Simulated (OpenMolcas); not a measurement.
**Mo²⁺: effect of the active space**

* Program: OpenMolcas 26.06
* Method: MS-CASPT2, IPEA 0.25 Eh, imaginary shift 0.1 Eh
* Basis: ANO-R1
* Scalar Hamiltonian: X2C, finite nucleus
* Spin-orbit coupling: state interaction with AMFI integrals over the reference wave functions, term energies averaged over their components

A. 4 electrons in 5 orbitals (4d); 2S+1 = 5 even, 5 roots; 2S+1 = 3 even, 45 roots; 2S+1 = 1 even, 50 roots; closed shells correlated: 4s 4p; CASPT2 step of the order of 9 core-seconds
B. 4 electrons in 6 orbitals (4d 5s); 2S+1 = 5 even, 15 roots; 2S+1 = 3 even, 95 roots kept (CI in the orbitals of an earlier block); 2S+1 = 1 even, 85 roots kept (CI in the orbitals of an earlier block); closed shells correlated: 4s 4p; CASPT2 step about 16 core-seconds

Energies in cm⁻¹ above 4d⁴ ⁵D₀, the measured ground level; measured values from Sugar and Musgrove, J. Phys. Chem. Ref. Data 17, 155 (1988).

```
     Level      A      B  Measured
   4d⁴ ⁵D₀    0.0    0.0       0.0
   4d⁴ ⁵D₁    238    254       242
   4d⁴ ⁵D₂    663    704       668
   4d⁴ ⁵D₃   1223   1295      1224
   4d⁴ ⁵D₄   1882   1988      1872
4d⁴ ³P₀(1)  12950  13120     11149
4d⁴ ³P₁(1)  14230  14480     12510
   4d⁴ ³H₄  14560  15010     12680
   4d⁴ ³H₅  15140  15650     13276
   4d⁴ ³H₆  15660  16220     13811
4d⁴ ³F₂(1)  15880  16220     13929
4d⁴ ³F₃(1)  15880  16220     13948
4d⁴ ³P₂(1)  16140  16490     14358
4d⁴ ³F₄(1)  16190  16570     14296
   4d⁴ ³G₃  17940  18360     15871
   4d⁴ ³G₄  18360  18790     16283
   4d⁴ ³G₅  18760  19260     16714
   4d⁴ ³D₃  21780  22080     19488
   4d⁴ ³D₂  21920  22240     19577
   4d⁴ ³D₁  22190  22530          
   4d⁴ ¹I₆  22510  23120     20290
4d⁴ ¹G₄(1)  22800  23350     20612
4d⁴ ¹S₀(1)  24550  25050     22990
4d⁴ ¹D₂(1)  26940  27220     22806
```

Deviations, from unrounded energies. A percentage is the sum of absolute deviations over the sum of measured energies, with the sign that they share, or ± where signs differ.

```csv
Against measurement,Levels,A,B
mean absolute deviation (cm-1),22,1700,2000
fine structure of the ground term (%),4,±0.5,+5.9
other terms of the ground configuration (%),18,+12.8,+15.2
```

A lies closest to measurement on these levels. The largest miss of A in the table is 4d⁴ ¹D₂(1), by +4100 cm-1. The ranking rests on the paired levels alone, and a cruder setting can come out closer through cancelling errors.

Between A and B the level of the table that moves most is 4d⁴ ¹I₆, by 600 cm-1 (lowest in A, highest in B). Moves below CASPT2's spread within the term are not significant.

Term energies are means over components that CASPT2 splits; among the terms shown or strongly mixed into the levels shown the widest spread is 1100 cm-1 (4d⁴ ¹I, A). Some levels mix across a computed gap that differs much from the measured one, so their mixing is not that of the real levels. Some terms miss by over 15 % even with CASPT2, which points to a basis or an active space too small for the shells correlated. The CASPT2 spread within a term exceeds the gap to the next term for 4d⁴ ³P(1) and 4d⁴ ³H, 4d⁴ ³D and 4d⁴ ¹G(1), 4d⁴ ¹G(1) and 4d⁴ ¹I, so the order of their levels is uncertain (figures for A; the like holds for B). Levels of configurations with an s electron are missing; early in the row they begin among the upper levels of the d shell and mix with terms of their name (holds for A). Blocks of more than 70 roots (2S+1 = 3 even, 1 even) ran without multistate coupling (holds for B). Terms from blocks run as CI alone lack orbitals of their own (holds for B). Configurations are named by rounded mean occupations; where the s occupation lies near a half they are strongly mixed, a name can repeat and a true partner stay unpaired (holds for B). Measured partners are found by configuration, term and J. A level has none where our copy of the source lacks it or the pairing is in doubt (some pairs that miss far off the trend of their configuration count as doubtful), and it then counts in no deviation. Levels of configurations outside the active space are missing. The table leaves out levels that lie high or whose names do not pair safely across all columns.

A number in round brackets counts repeated terms of one configuration in the order of the reference energies.
